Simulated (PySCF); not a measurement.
W(O)2(SH)2 (H2O2S2W), SMILES [SH][W](=[O])(=[O])[SH], multiplicity 1.

Geometry: B3LYP-D3(BJ)/def2-SVP. The multiplicity is an assumed one; no other spin state was optimised. The structure was generated by enumeration; whether it is a known compound was not checked. The def2 effective core potentials stand for the cores of W; spin–orbit coupling is left out. One conformer was computed; it need not be the lowest.

Two levels are set side by side: PBE/def2-TZVP (PySCF) and ωB97X/def2-TZVP (PySCF). Same geometry, gas phase. Differences are taken from unrounded values.

```csv
quantity,ωB97X
orbital gap (eV),9.49
highest occupied level (eV),-10.45
lowest empty level (eV),-0.96
dipole moment (D),2.84
mean polarisability (bohr³),82.9
```

What does PBE give, and how far is it from ωB97X? (The exact figures need the calculation; the answer reports its results.)


```
quantity                       PBE  PBE minus ωB97X
---------------------------  -----  ---------------
orbital gap (eV)              3.47            -6.02
highest occupied level (eV)  -7.00             3.45
lowest empty level (eV)      -3.52            -2.57
dipole moment (D)             2.73            -0.11
mean polarisability (bohr³)   86.3              3.4
```

Without exact exchange PBE keeps part of each electron's self-repulsion, which lifts occupied levels and narrows the gap. Loosely held outer electrons make PBE densities more polarisable. Differences between two approximate levels are no errors against the true value.

Rough cost on one machine, each run with all the roots and properties that it gave: ωB97X against PBE within a factor of 2.
